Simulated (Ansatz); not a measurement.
Geometry optimisation of Ta₃Te₆.

```yaml
crystal:
  periodic: [false, false, false]
  atoms:
    - {symbol: Ta, position_ang: [-1.837800, -1.053600, 0.005000]}
    - {symbol: Ta, position_ang: [-0.019900, 2.139100, 0.006700]}
    - {symbol: Ta, position_ang: [1.834200, -1.057200, 0.005500]}
    - {symbol: Te, position_ang: [-4.111800, -2.375100, 0.008200]}
    - {symbol: Te, position_ang: [-0.015300, -2.628400, -0.007200]}
    - {symbol: Te, position_ang: [-2.266500, 1.315500, -0.004400]}
    - {symbol: Te, position_ang: [2.268400, 1.310100, 0.000100]}
    - {symbol: Te, position_ang: [-0.007700, 4.773500, 0.015100]}
    - {symbol: Te, position_ang: [4.079900, -2.403400, -0.002600]}
basis:
  gaussian: {orbitals: def2-SVP}
magnetization: {spin_polarized: true, initial_magnetization: 1}
hamiltonian: {xc: pbe, dispersion: d4}
scf: {lower_state_search: "off"}
output: {orbitals: {seedname: orbitals}}
relax: {f_tol: 0.03, max_steps: 70}
```

```sh
$ ansatz run in.yaml --threads 4 --pin off --events-out ev --progress --plain --max-ram 6963MiB
```

Shortened log:

```
Functional definition: PBE
mean field -48417.74916883 eV, -1779.3194632252 hartree, gradient 1.8e-6 eV, S^2 1.734095; 0 other end points of the search recorded, 0 dependent functions left out
relax step   1: F+E_penalty+E_count = -48418.62394477 eV  Δ(F+E_penalty+E_count) = +0.000e0 eV  max|allowed force component| = 6.586e0 eV/Å  Δτ_max = 0.0000 Å  (132 SCF iters, accepted)
mean field -48421.44491490 eV, -1779.4552793886 hartree, gradient 5.7e-6 eV, S^2 1.786163; 0 other end points of the search recorded, 0 dependent functions left out
relax step   2: F+E_penalty+E_count = -48422.35487521 eV  Δ(F+E_penalty+E_count) = -3.731e0 eV  max|allowed force component| = 2.182e0 eV/Å  Δτ_max = 0.1945 Å  (36 SCF iters, accepted)
mean field -48422.02714196 eV, -1779.4766758383 hartree, gradient 2.2e-6 eV, S^2 1.771743; 0 other end points of the search recorded, 0 dependent functions left out
relax step   3: F+E_penalty+E_count = -48422.93027932 eV  Δ(F+E_penalty+E_count) = -5.754e-1 eV  max|allowed force component| = 7.775e-1 eV/Å  Δτ_max = 0.1795 Å  (40 SCF iters, accepted)
mean field -48422.34385062 eV, -1779.4883146667 hartree, gradient 2.9e-6 eV, S^2 1.789021; 0 other end points of the search recorded, 0 dependent functions left out
relax step   4: F+E_penalty+E_count = -48423.22647123 eV  Δ(F+E_penalty+E_count) = -2.962e-1 eV  max|allowed force component| = 5.862e-1 eV/Å  Δτ_max = 0.1979 Å  (43 SCF iters, accepted)
mean field -48422.48413908 eV, -1779.4934701726 hartree, gradient 3.0e-6 eV, S^2 1.813433; 0 other end points of the search recorded, 0 dependent functions left out
relax step   5: F+E_penalty+E_count = -48423.35799742 eV  Δ(F+E_penalty+E_count) = -1.315e-1 eV  max|allowed force component| = 5.553e-1 eV/Å  Δτ_max = 0.1948 Å  (38 SCF iters, accepted)
mean field -48422.65851675 eV, -1779.4998784338 hartree, gradient 7.5e-6 eV, S^2 1.759385; 0 other end points of the search recorded, 0 dependent functions left out
relax step   6: F+E_penalty+E_count = -48423.54584453 eV  Δ(F+E_penalty+E_count) = -1.878e-1 eV  max|allowed force component| = 1.945e-1 eV/Å  Δτ_max = 0.2000 Å  (40 SCF iters, accepted)
mean field -48422.73573751 eV, -1779.5027162444 hartree, gradient 8.7e-6 eV, S^2 1.715145; 0 other end points of the search recorded, 0 dependent functions left out
relax step   7: F+E_penalty+E_count = -48423.60147234 eV  Δ(F+E_penalty+E_count) = -5.563e-2 eV  max|allowed force component| = 2.781e-1 eV/Å  Δτ_max = 0.2000 Å  (41 SCF iters, accepted)
mean field -48422.77251799 eV, -1779.5040679021 hartree, gradient 6.6e-6 eV, S^2 1.685675; 0 other end points of the search recorded, 0 dependent functions left out
relax step   8: F+E_penalty+E_count = -48423.63761301 eV  Δ(F+E_penalty+E_count) = -3.614e-2 eV  max|allowed force component| = 2.087e-1 eV/Å  Δτ_max = 0.2000 Å  (40 SCF iters, accepted)
mean field -48422.83233276 eV, -1779.5062660543 hartree, gradient 5.9e-6 eV, S^2 1.623887; 0 other end points of the search recorded, 0 dependent functions left out
relax step   9: F+E_penalty+E_count = -48423.65205443 eV  Δ(F+E_penalty+E_count) = -1.444e-2 eV  max|allowed force component| = 7.366e-1 eV/Å  Δτ_max = 0.1978 Å  (42 SCF iters, accepted)
mean field -48422.79671090 eV, -1779.5049569752 hartree, gradient 5.2e-6 eV, S^2 1.633949; 0 other end points of the search recorded, 0 dependent functions left out
relax step  10: F+E_penalty+E_count = -48423.65705936 eV  Δ(F+E_penalty+E_count) = -5.005e-3 eV  max|allowed force component| = 5.334e-1 eV/Å  Δτ_max = 0.0758 Å  (36 SCF iters, accepted)
mean field -48422.85114888 eV, -1779.5069575338 hartree, gradient 5.7e-6 eV, S^2 1.581392; 0 other end points of the search recorded, 0 dependent functions left out
relax step  11: F+E_penalty+E_count = -48423.70479029 eV  Δ(F+E_penalty+E_count) = -4.773e-2 eV  max|allowed force component| = 1.436e-1 eV/Å  Δτ_max = 0.2000 Å  (41 SCF iters, accepted)
mean field -48422.88311901 eV, -1779.5081324148 hartree, gradient 2.8e-6 eV, S^2 1.529977; 0 other end points of the search recorded, 0 dependent functions left out
relax step  12: F+E_penalty+E_count = -48423.72453398 eV  Δ(F+E_penalty+E_count) = -1.974e-2 eV  max|allowed force component| = 1.327e-1 eV/Å  Δτ_max = 0.2000 Å  (38 SCF iters, accepted)
mean field -48422.91049371 eV, -1779.5091384164 hartree, gradient 2.6e-6 eV, S^2 1.478764; 0 other end points of the search recorded, 0 dependent functions left out
relax step  13: F+E_penalty+E_count = -48423.73912172 eV  Δ(F+E_penalty+E_count) = -1.459e-2 eV  max|allowed force component| = 2.103e-1 eV/Å  Δτ_max = 0.1952 Å  (39 SCF iters, accepted)
mean field -48422.95581424 eV, -1779.5108039148 hartree, gradient 2.2e-6 eV, S^2 1.403032; 0 other end points of the search recorded, 0 dependent functions left out
relax step  14: F+E_penalty+E_count = -48423.75446722 eV  Δ(F+E_penalty+E_count) = -1.535e-2 eV  max|allowed force component| = 4.184e-1 eV/Å  Δτ_max = 0.1925 Å  (41 SCF iters, accepted)
mean field -48423.10836318 eV, -1779.5164099853 hartree, gradient 1.7e-6 eV, S^2 1.236822; 0 other end points of the search recorded, 0 dependent functions left out
relax step  15: F+E_penalty+E_count = -48423.83940788 eV  Δ(F+E_penalty+E_count) = -8.494e-2 eV  max|allowed force component| = 5.935e-1 eV/Å  Δτ_max = 0.1956 Å  (49 SCF iters, accepted)
mean field -48423.38775340 eV, -1779.5266773862 hartree, gradient 2.2e-6 eV, S^2 0.985677; 0 other end points of the search recorded, 0 dependent functions left out
relax step  16: F+E_penalty+E_count = -48424.09806235 eV  Δ(F+E_penalty+E_count) = -2.587e-1 eV  max|allowed force component| = 9.067e-1 eV/Å  Δτ_max = 0.1953 Å  (48 SCF iters, accepted)
mean field -48423.78886244 eV, -1779.5414178716 hartree, gradient 4.2e-6 eV, S^2 0.818114; 0 other end points of the search recorded, 0 dependent functions left out
relax step  17: F+E_penalty+E_count = -48424.51759516 eV  Δ(F+E_penalty+E_count) = -4.195e-1 eV  max|allowed force component| = 7.309e-1 eV/Å  Δτ_max = 0.1938 Å  (52 SCF iters, accepted)
mean field -48424.19960468 eV, -1779.5565123707 hartree, gradient 1.9e-6 eV, S^2 0.773282; 0 other end points of the search recorded, 0 dependent functions left out
relax step  18: F+E_penalty+E_count = -48424.95139967 eV  Δ(F+E_penalty+E_count) = -4.338e-1 eV  max|allowed force component| = 6.203e-1 eV/Å  Δτ_max = 0.1993 Å  (52 SCF iters, accepted)
mean field -48424.41667623 eV, -1779.5644896029 hartree, gradient 2.3e-6 eV, S^2 0.773565; 0 other end points of the search recorded, 0 dependent functions left out
relax step  19: F+E_penalty+E_count = -48425.17719458 eV  Δ(F+E_penalty+E_count) = -2.258e-1 eV  max|allowed force component| = 2.362e-1 eV/Å  Δτ_max = 0.1949 Å  (49 SCF iters, accepted)
mean field -48424.50746841 eV, -1779.5678261539 hartree, gradient 1.7e-6 eV, S^2 0.775865; 0 other end points of the search recorded, 0 dependent functions left out
[...]
mean field -48425.82329311 eV, -1779.6161818199 hartree, gradient 5.6e-6 eV, S^2 0.776361; 0 other end points of the search recorded, 0 dependent functions left out
relax step  30: F+E_penalty+E_count = -48426.72098313 eV  Δ(F+E_penalty+E_count) = -1.545e-1 eV  max|allowed force component| = 4.209e-1 eV/Å  Δτ_max = 0.1948 Å  (46 SCF iters, accepted)
mean field -48425.93290044 eV, -1779.6202098148 hartree, gradient 2.7e-6 eV, S^2 0.769978; 0 other end points of the search recorded, 0 dependent functions left out
relax step  31: F+E_penalty+E_count = -48426.82549148 eV  Δ(F+E_penalty+E_count) = -1.045e-1 eV  max|allowed force component| = 4.930e-1 eV/Å  Δτ_max = 0.1942 Å  (50 SCF iters, accepted)
mean field -48426.04145783 eV, -1779.6241992254 hartree, gradient 2.9e-6 eV, S^2 0.769100; 0 other end points of the search recorded, 0 dependent functions left out
relax step  32: F+E_penalty+E_count = -48426.93730961 eV  Δ(F+E_penalty+E_count) = -1.118e-1 eV  max|allowed force component| = 4.451e-1 eV/Å  Δτ_max = 0.1955 Å  (49 SCF iters, accepted)
mean field -48426.11734328 eV, -1779.6269879644 hartree, gradient 2.1e-6 eV, S^2 0.763976; 0 other end points of the search recorded, 0 dependent functions left out
relax step  33: F+E_penalty+E_count = -48427.01068280 eV  Δ(F+E_penalty+E_count) = -7.337e-2 eV  max|allowed force component| = 2.566e-1 eV/Å  Δτ_max = 0.1950 Å  (51 SCF iters, accepted)
mean field -48426.16184679 eV, -1779.6286234381 hartree, gradient 2.0e-6 eV, S^2 0.761647; 0 other end points of the search recorded, 0 dependent functions left out
relax step  34: F+E_penalty+E_count = -48427.05442412 eV  Δ(F+E_penalty+E_count) = -4.374e-2 eV  max|allowed force component| = 2.617e-1 eV/Å  Δτ_max = 0.2000 Å  (49 SCF iters, accepted)
mean field -48426.17914778 eV, -1779.6292592377 hartree, gradient 2.2e-6 eV, S^2 0.763904; 0 other end points of the search recorded, 0 dependent functions left out
relax step  35: F+E_penalty+E_count = -48427.07171246 eV  Δ(F+E_penalty+E_count) = -1.729e-2 eV  max|allowed force component| = 3.021e-1 eV/Å  Δτ_max = 0.2000 Å  (56 SCF iters, accepted)
mean field -48426.19202106 eV, -1779.6297323222 hartree, gradient 1.7e-6 eV, S^2 0.763711; 0 other end points of the search recorded, 0 dependent functions left out
relax step  36: F+E_penalty+E_count = -48427.08711983 eV  Δ(F+E_penalty+E_count) = -1.541e-2 eV  max|allowed force component| = 1.794e-1 eV/Å  Δτ_max = 0.1138 Å  (45 SCF iters, accepted)
mean field -48426.19989805 eV, -1779.6300217962 hartree, gradient 3.5e-6 eV, S^2 0.764013; 0 other end points of the search recorded, 0 dependent functions left out
relax step  37: F+E_penalty+E_count = -48427.09554314 eV  Δ(F+E_penalty+E_count) = -8.423e-3 eV  max|allowed force component| = 1.046e-1 eV/Å  Δτ_max = 0.0444 Å  (41 SCF iters, accepted)
mean field -48426.19983840 eV, -1779.6300196039 hartree, gradient 2.0e-6 eV, S^2 0.764384; 0 other end points of the search recorded, 0 dependent functions left out
relax step  38: F+E_penalty+E_count = -48427.09612566 eV  Δ(F+E_penalty+E_count) = -5.825e-4 eV  max|allowed force component| = 1.161e-1 eV/Å  Δτ_max = 0.0375 Å  (45 SCF iters, accepted)
mean field -48426.20223710 eV, -1779.6301077546 hartree, gradient 2.1e-6 eV, S^2 0.765007; 0 other end points of the search recorded, 0 dependent functions left out
relax step  39: F+E_penalty+E_count = -48427.09911926 eV  Δ(F+E_penalty+E_count) = -2.994e-3 eV  max|allowed force component| = 4.685e-2 eV/Å  Δτ_max = 0.0317 Å  (41 SCF iters, accepted)
mean field -48426.20195455 eV, -1779.6300973712 hartree, gradient 1.9e-6 eV, S^2 0.765865; 0 other end points of the search recorded, 0 dependent functions left out
relax step  40: F+E_penalty+E_count = -48427.10070318 eV  Δ(F+E_penalty+E_count) = -1.584e-3 eV  max|allowed force component| = 3.417e-2 eV/Å  Δτ_max = 0.0630 Å  (45 SCF iters, accepted)
mean field -48426.20230314 eV, -1779.6301101814 hartree, gradient 2.7e-6 eV, S^2 0.766739; 0 other end points of the search recorded, 0 dependent functions left out
relax step  41: F+E_penalty+E_count = -48427.10094748 eV  Δ(F+E_penalty+E_count) = -2.443e-4 eV  max|allowed force component| = 5.420e-2 eV/Å  Δτ_max = 0.0481 Å  (41 SCF iters, accepted)
mean field -48426.20183221 eV, -1779.6300928752 hartree, gradient 2.4e-6 eV, S^2 0.766709; 0 other end points of the search recorded, 0 dependent functions left out
relax step  42: F+E_penalty+E_count = -48427.10123096 eV  Δ(F+E_penalty+E_count) = -2.835e-4 eV  max|allowed force component| = 2.422e-2 eV/Å  Δτ_max = 0.0200 Å  (40 SCF iters, accepted)
Total energy: -48427.10127999 eV, -1779.6631469716 hartree
Atom 0 at    -1.744673    -0.702689    -0.550149 Å, force     0.004684    -0.003604    -0.001915 eV/Å
Atom 1 at    -0.458255     1.559632    -0.076657 Å, force    -0.019550     0.024224     0.009440 eV/Å
Atom 2 at     1.121444    -1.206119     0.292224 Å, force     0.002518     0.002374     0.007530 eV/Å
Atom 3 at    -0.840421    -0.392662     2.049192 Å, force     0.004082    -0.000643    -0.001658 eV/Å
Atom 4 at    -0.129046    -2.527600    -1.699091 Å, force    -0.007777     0.003673    -0.004398 eV/Å
Atom 5 at    -2.125829     1.348163    -2.238875 Å, force     0.002394    -0.002857     0.000038 eV/Å
Atom 6 at     2.199638     1.139080    -0.524810 Å, force     0.001800    -0.002026    -0.000065 eV/Å
Atom 7 at    -1.126053     3.439315     1.592681 Å, force     0.006556    -0.014343    -0.011939 eV/Å
Atom 8 at     3.026694    -2.636619     1.181886 Å, force     0.005292    -0.006797     0.002968 eV/Å
Dipole moment:    -0.781343    -0.169771    -0.205711 e Å
Checks for a lower state left out: stability, starts, cluster_reference, orbital_swaps, neighbouring_geometries, increment
```

Run time 15 min (4 threads of Arm Neoverse V1 on a shared host), peak host memory 0.76 GiB.

In the def2 sets Ta, Te take a core potential; there is no spin–orbit coupling. The relaxation made no stability test and no search for a lower SCF solution.
